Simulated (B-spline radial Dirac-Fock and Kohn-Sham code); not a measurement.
**Ni⁺: scattering cross sections and density moments**

System: the Ni⁺ ion, configuration [Ar] 3d9, inside a Watson sphere of charge -1 and radius 1.8 Å (a model of the Madelung potential; inside it an electron's potential energy is raised by 8.0 eV).

Input of the calculation (task.json; shells as n, l, electrons):

```json
{"items": [{
  "Z": 28,
  "q": 1,
  "cfg": [[1, 0, 2], [2, 0, 2], [2, 1, 6], [3, 0, 2], [3, 1, 6], [3, 2, 9]],
  "A": 58,
  "rrms": 3.7757,
  "watson": [-1, 1.8],
  "do": ["scatter"],
  "s": [0.0, 0.05, 0.1, 0.15, 0.2, 0.25, 0.3, 0.35, 0.4, 0.45, 0.5, 0.6, 0.7, 0.8, 0.9, 1.0, 1.1, 1.2, 1.4, 1.6, 1.8, 2.0, 2.5, 3.0, 3.5, 4.0, 5.0, 6.0],
  "pz": [0, 0.1, 0.2, 0.3, 0.4, 0.5, 0.6, 0.8, 1.0, 1.2, 1.4, 1.6, 1.8, 2.0, 2.5, 3.0, 4.0, 5.0, 7.0, 10.0, 15.0, 20.0, 30.0, 40.0, 60.0, 100.0],
  "hv_scatter": [2000, 8047.8, 10000, 17479.3, 20000, 50000, 100000, 1000000]
}]}
```

Run with: `python xray_run.py task.json out`

These are calculated numbers from a radial B-spline solver; the model is Dirac-Fock densities.

* Sum of ⟨r⟩: 17.47 bohr
* Sum of ⟨r²⟩: 19.26 bohr²
* Sum of ⟨1/r⟩: 130.38 per bohr
* Langevin diamagnetic susceptibility: -15.3 × 10⁻⁶ cm³/mol
* Lamb shielding (α²/3)Σ⟨1/r⟩: 2314 ppm

Coherent scattering is the Thomson cross section weighted by f₀², without anomalous dispersion; incoherent scattering is Klein-Nishina weighted by S. The Lamb formula is the non-relativistic shielding expression. Electron correlation is left out.

```
hν (keV)  coherent (b)  incoherent (b)  incoherent per electron (b)
       2         428.4           1.205                       0.0446
  8.0478         176.6           6.348                        0.235
      10         137.9           7.503                        0.278
 17.4793         69.44           10.23                        0.379
      20         58.19           10.78                        0.399
      50         14.06           12.91                        0.478
     100         4.263           12.44                        0.461
    1000       0.04999           5.689                        0.211
```

Incoherent scattering overtakes coherent scattering between 50 and 100 keV.
